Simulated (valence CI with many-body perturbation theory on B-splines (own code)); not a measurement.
**E1 line list for O3+**

Level of theory: valence CI with perturbative core correlation (CI+MBPT): three valence electrons over a frozen Dirac-Fock core [He], radial functions for each j: 11 s, 11 p, 9 d, 7 f, 5 g, 2 h, 1 i, with the one-electron correlation potential Σ1, the two-electron term Σ2, the three-electron term Σ3, Breit, model QED; selected CI, second order for the rest, scaled by the run's own slope (own B-spline code, finite nucleus).

Against 43 measured levels this calculation errs by 73 cm⁻¹ on average and by 162 at most. These come from a selection out of Moore, Selected Tables of Atomic Spectra, NSRDS-NBS 3, section 10. Levels without a partner in it may be off by more.

Lines 1 to 50 of 269 in falling wavelength, among levels below 534858 cm⁻¹, chosen from the strongest by gf and those to the six lowest levels. Wavelengths and rates use the calculated energies, so an error of 70 cm⁻¹ moves a line at 14250 Å by 1 % and its rate by three times that or more. Electric multipoles are in the length gauge, E1 and E2 with the static RPA response of the core. Weak lines are less certain than strong ones. Lines between different terms over intervals too small for the method are left out, as are lines whose strength nearly cancels. The highest levels of a list are the least certain.

Letters in brackets count levels of one name in rising energy.

| λ vac (Å) | λ from measured levels | Upper | Lower | A (s⁻¹) | S (a.u.) |
| --- | --- | --- | --- | --- | --- |
| 36740 |  | 2s2 4f 2F°_5/2 | 2s2 4d 2D_3/2 | 2.51e+05 | 3.69e+01 |
| 36660 |  | 2s2 4f 2F°_7/2 | 2s2 4d 2D_5/2 | 2.70e+05 | 5.25e+01 |
| 14250 | 13990 | 2s2 4p 2P°_3/2 | 2s 2p 3p 2S_1/2 | 6.93e+05 | 3.96e+00 |
| 9467 | 9495 | 2s2 4d 2D_3/2 | 2s2 4p 2P°_3/2 | 3.70e+06 | 6.20e+00 |
| 9461 | 9491 | 2s2 4d 2D_5/2 | 2s2 4p 2P°_3/2 | 2.23e+07 | 5.58e+01 |
| 9429 | 9456 | 2s2 4d 2D_3/2 | 2s2 4p 2P°_1/2 | 1.87e+07 | 3.10e+01 |
| 7049 | 7056 | 2s2 4p 2P°_1/2 | 2s2 4s 2S_1/2 | 3.73e+07 | 1.29e+01 |
| 7028 | 7034 | 2s2 4p 2P°_3/2 | 2s2 4s 2S_1/2 | 3.77e+07 | 2.58e+01 |
| 7008 | 7006 | 2s 2p 3p 2P_3/2 | 2s 2p 3s 2P°_3/2 [a] | 8.52e+06 | 5.79e+00 |
| 6935 | 6934 | 2s 2p 3p 2P_1/2 | 2s 2p 3s 2P°_1/2 [a] | 7.12e+06 | 2.34e+00 |
| 5369 |  | 2s 2p 3d 2D°_5/2 | 2s 2p 3p 2D_5/2 | 5.81e+06 | 2.66e+00 |
| 5312 |  | 2s 2p 3d 2D°_3/2 | 2s 2p 3p 2D_3/2 | 5.98e+06 | 1.77e+00 |
| 4811 |  | 2s 2p 3d 4D°_5/2 | 2s 2p 3p 4P_5/2 | 7.96e+06 | 2.63e+00 |
| 4796 |  | 2s 2p 3d 4D°_7/2 | 2s 2p 3p 4P_5/2 | 2.83e+07 | 1.23e+01 |
| 4792 |  | 2s 2p 3d 4D°_3/2 | 2s 2p 3p 4P_3/2 | 1.49e+07 | 3.24e+00 |
| 4781 |  | 2s 2p 3d 4D°_5/2 | 2s 2p 3p 4P_3/2 | 2.05e+07 | 6.63e+00 |
| 4777 |  | 2s 2p 3d 4D°_1/2 | 2s 2p 3p 4P_1/2 | 2.43e+07 | 2.61e+00 |
| 4770 |  | 2s 2p 3d 4D°_3/2 | 2s 2p 3p 4P_1/2 | 1.25e+07 | 2.67e+00 |
| 4696 | 4688 | 2s 2p 3d 2P°_3/2 | 2s 2p 3p 2S_1/2 | 2.43e+07 | 4.97e+00 |
| 4663 | 4655 | 2s 2p 3d 2P°_1/2 | 2s 2p 3p 2S_1/2 | 2.50e+07 | 2.50e+00 |
| 3992 |  | 2s 2p 3d 4P°_5/2 | 2s 2p 3p 4P_5/2 | 1.58e+07 | 2.97e+00 |
| 3974 |  | 2s 2p 3d 4P°_3/2 | 2s 2p 3p 4P_5/2 | 1.01e+07 | 1.25e+00 |
| 3972 |  | 2s 2p 3d 4P°_5/2 | 2s 2p 3p 4P_3/2 | 4.60e+06 | 8.53e-01 |
| 3943 |  | 2s 2p 3d 4P°_1/2 | 2s 2p 3p 4P_3/2 | 2.06e+07 | 1.25e+00 |
| 3939 |  | 2s 2p 3d 4P°_3/2 | 2s 2p 3p 4P_1/2 | 8.39e+06 | 1.01e+00 |
| 3760 |  | 2s 2p 3d 4F°_7/2 | 2s 2p 3p 4D_7/2 | 1.03e+07 | 2.17e+00 |
| 3746 | 3746 | 2s 2p 3d 4F°_5/2 | 2s 2p 3p 4D_5/2 | 1.83e+07 | 2.85e+00 |
| 3738 |  | 2s 2p 3d 4F°_9/2 | 2s 2p 3p 4D_7/2 | 7.86e+07 | 2.02e+01 |
| 3738 | 3738 | 2s 2p 3d 4F°_3/2 | 2s 2p 3p 4D_3/2 | 2.14e+07 | 2.20e+00 |
| 3730 |  | 2s 2p 3d 4F°_7/2 | 2s 2p 3p 4D_5/2 | 6.85e+07 | 1.40e+01 |
| 3727 | 3727 | 2s 2p 3d 4F°_5/2 | 2s 2p 3p 4D_3/2 | 5.95e+07 | 9.12e+00 |
| 3727 | 3727 | 2s 2p 3d 4F°_3/2 | 2s 2p 3p 4D_1/2 | 5.53e+07 | 5.65e+00 |
| 3592 |  | 2s 2p 3d 2F°_5/2 | 2s 2p 3p 2D_5/2 | 7.34e+06 | 1.01e+00 |
| 3562 |  | 2s 2p 3d 2F°_7/2 | 2s 2p 3p 2D_5/2 | 1.08e+08 | 1.93e+01 |
| 3560 |  | 2s 2p 3d 2F°_5/2 | 2s 2p 3p 2D_3/2 | 1.01e+08 | 1.35e+01 |
| 3413 |  | 2s2 3d 2D_3/2 | 2s2 3p 2P°_3/2 | 1.67e+07 | 1.31e+00 |
| 3411 |  | 2s2 3d 2D_5/2 | 2s2 3p 2P°_3/2 | 1.00e+08 | 1.18e+01 |
| 3410 | 3411 | 2s 2p 3p 4D_5/2 | 2s 2p 3s 4P°_5/2 | 2.88e+07 | 3.38e+00 |
| 3403 |  | 2s2 3d 2D_3/2 | 2s2 3p 2P°_1/2 | 8.43e+07 | 6.55e+00 |
| 3397 | 3398 | 2s 2p 3p 4D_3/2 | 2s 2p 3s 4P°_3/2 | 5.24e+07 | 4.05e+00 |
| 3391 | 3391 | 2s 2p 3p 4D_1/2 | 2s 2p 3s 4P°_1/2 | 8.31e+07 | 3.20e+00 |
| 3386 | 3386 | 2s 2p 3p 4D_7/2 | 2s 2p 3s 4P°_5/2 | 1.01e+08 | 1.55e+01 |
| 3382 | 3382 | 2s 2p 3p 4D_3/2 | 2s 2p 3s 4P°_1/2 | 4.27e+07 | 3.26e+00 |
| 3382 | 3382 | 2s 2p 3p 4D_5/2 | 2s 2p 3s 4P°_3/2 | 7.18e+07 | 8.22e+00 |
| 3379 |  | 2s 2p 3d 4P°_5/2 | 2s 2p 3p 4S_3/2 | 7.49e+07 | 8.56e+00 |
| 3376 |  | 2s 2p 3p 2D_3/2 | 2s 2p 3s 2P°_3/2 [a] | 1.69e+07 | 1.28e+00 |
| 3366 | 3364 | 2s 2p 3d 4P°_3/2 | 2s 2p 3p 4S_3/2 | 7.31e+07 | 5.50e+00 |
| 3358 | 3355 | 2s 2p 3d 4P°_1/2 | 2s 2p 3p 4S_3/2 | 7.22e+07 | 2.70e+00 |
| 3347 |  | 2s 2p 3p 2D_5/2 | 2s 2p 3s 2P°_3/2 [a] | 1.01e+08 | 1.12e+01 |
| 3346 |  | 2s 2p 3p 2D_3/2 | 2s 2p 3s 2P°_1/2 [a] | 8.36e+07 | 6.18e+00 |
